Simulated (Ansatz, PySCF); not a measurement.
This Ansatz (a program for electronic structure) input computes a PBE/def2-TZVPD energy:

Ansatz 0.2 input:
```yaml
crystal:
  periodic: [false, false, false]
  atoms:
    - {symbol: Si, position_ang: [0.12238160, -0.03851117, -0.02483464]}
    - {symbol: O, position_ang: [1.53146133, -0.48192189, -0.31077621]}
    - {symbol: F, position_ang: [-0.69871585, -0.24613641, 1.29774620]}
    - {symbol: F, position_ang: [-0.85295447, 0.73441769, -0.98286902]}
basis:
  gaussian:
    orbitals: def2-TZVPD
hamiltonian:
  xc: {name: PBE}
output: {forces: true}
```

Question: Write an input for the same energy in PySCF and say what it gives.

Answer: 
```python
from pyscf import gto, scf, dft

mol = gto.M(
    atom='''
    Si    0.12238160   -0.03851117   -0.02483464
    O     1.53146133   -0.48192189   -0.31077621
    F    -0.69871585   -0.24613641    1.29774620
    F    -0.85295447    0.73441769   -0.98286902
    ''',
    basis='def2-tzvpd',
    charge=0,
    spin=0,
    verbose=4,
)

mf = dft.RKS(mol, xc='pbe').density_fit(auxbasis='def2-universal-jkfit')
mf.grids.level = 3
mf.conv_tol = 1e-9
mf.max_cycle = 100
mf.max_memory = 1500
mf.kernel()
if not mf.converged:
    mf = mf.newton()
    mf.kernel(mf.make_rdm1())
mf.analyze()
```
It gives -564.25944 Eh, and Ansatz -564.25939 Eh, a difference of 0.05 mEh, from the treatment of integrals and grids.
